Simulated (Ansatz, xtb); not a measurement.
Spectroscopic constants of TiCl, multiplicity 4 (the spin of the measured ground state). No spin–orbit coupling. Ti is treated without relativity.

Constants: fifth-degree fit in 1/R to seven points, most abundant isotopes. Runs in def2 and cc sets follow the lowest solution found near the PBE0 minimum.

Programs: Ansatz (a first-principles code) with Gaussian orbitals; xtb for the GFN methods. Each number belongs to the level named beside it. The GFN methods have no spin term and hold the electronic entropy of 300 K.

```json
[
 {"level": "GFN1-xTB", "r_e (Å)": "2.167", "ω_e (cm⁻¹)": "376", "ω_e x_e (cm⁻¹)": "3.6", "B_e (cm⁻¹)": "0.177", "D_e (eV)": "-", "dipole (D)": "-"},
 {"level": "SVWN5/def2-TZVPP", "r_e (Å)": "2.186", "ω_e (cm⁻¹)": "436", "ω_e x_e (cm⁻¹)": "1.6", "B_e (cm⁻¹)": "0.174", "D_e (eV)": "5.48", "dipole (D)": "3.41"},
 {"level": "PBE/def2-TZVPP", "r_e (Å)": "2.236", "ω_e (cm⁻¹)": "409", "ω_e x_e (cm⁻¹)": "1.5", "B_e (cm⁻¹)": "0.167", "D_e (eV)": "4.89", "dipole (D)": "3.68"},
 {"level": "r2SCAN/def2-TZVPP", "r_e (Å)": "2.247", "ω_e (cm⁻¹)": "411", "ω_e x_e (cm⁻¹)": "1.5", "B_e (cm⁻¹)": "0.165", "D_e (eV)": "4.80", "dipole (D)": "4.13"},
 {"level": "B97M-V/def2-TZVPP", "r_e (Å)": "2.258", "ω_e (cm⁻¹)": "409", "ω_e x_e (cm⁻¹)": "1.5", "B_e (cm⁻¹)": "0.163", "D_e (eV)": "4.79", "dipole (D)": "3.97"},
 {"level": "B3LYP/def2-TZVPP", "r_e (Å)": "2.266", "ω_e (cm⁻¹)": "401", "ω_e x_e (cm⁻¹)": "1.4", "B_e (cm⁻¹)": "0.162", "D_e (eV)": "4.53", "dipole (D)": "4.12"},
 {"level": "PBE0/def2-TZVPP", "r_e (Å)": "2.251", "ω_e (cm⁻¹)": "409", "ω_e x_e (cm⁻¹)": "1.4", "B_e (cm⁻¹)": "0.165", "D_e (eV)": "4.78", "dipole (D)": "4.12"},
 {"level": "BHLYP/def2-TZVPP", "r_e (Å)": "2.290", "ω_e (cm⁻¹)": "398", "ω_e x_e (cm⁻¹)": "1.4", "B_e (cm⁻¹)": "0.159", "D_e (eV)": "4.17", "dipole (D)": "4.19"},
 {"level": "CAM-B3LYP/def2-TZVPP", "r_e (Å)": "2.264", "ω_e (cm⁻¹)": "406", "ω_e x_e (cm⁻¹)": "1.4", "B_e (cm⁻¹)": "0.163", "D_e (eV)": "4.52", "dipole (D)": "4.28"},
 {"level": "wB97X-V/def2-TZVPP", "r_e (Å)": "2.268", "ω_e (cm⁻¹)": "405", "ω_e x_e (cm⁻¹)": "1.4", "B_e (cm⁻¹)": "0.162", "D_e (eV)": "4.66", "dipole (D)": "4.32"},
 {"level": "wB97M-V/def2-TZVPP", "r_e (Å)": "2.269", "ω_e (cm⁻¹)": "402", "ω_e x_e (cm⁻¹)": "1.4", "B_e (cm⁻¹)": "0.162", "D_e (eV)": "4.49", "dipole (D)": "4.39"},
 {"level": "B2PLYP/def2-TZVPP", "r_e (Å)": "2.266", "ω_e (cm⁻¹)": "404", "ω_e x_e (cm⁻¹)": "1.4", "B_e (cm⁻¹)": "0.162", "D_e (eV)": "-", "dipole (D)": "-"},
 {"level": "CCSD/def2-TZVPP", "r_e (Å)": "2.285", "ω_e (cm⁻¹)": "400", "ω_e x_e (cm⁻¹)": "1.3", "B_e (cm⁻¹)": "0.160", "D_e (eV)": "4.12", "dipole (D)": "-"},
 {"level": "CCSD(T)/def2-TZVPP", "r_e (Å)": "2.274", "ω_e (cm⁻¹)": "403", "ω_e x_e (cm⁻¹)": "1.3", "B_e (cm⁻¹)": "0.161", "D_e (eV)": "4.18", "dipole (D)": "-"}
]
```

D_e counts from each atom's lowest state at the same level, without counterpoise or zero-point energy.

Correlated levels freeze the inner cores; with def2 sets outer-core shells near the valence are correlated too.

Measured for the ground state: r_e 2.265 Å, B_e 0.16255 cm-1, α_e 0.00080418 cm-1 [NIST CCCBDB]. D_0 4.163 ± 0.11 eV (a handbook's tabulated 298 K bond energy less 3RT/2; such tables hold older values) [Luo, bond dissociation energies, CRC Handbook].
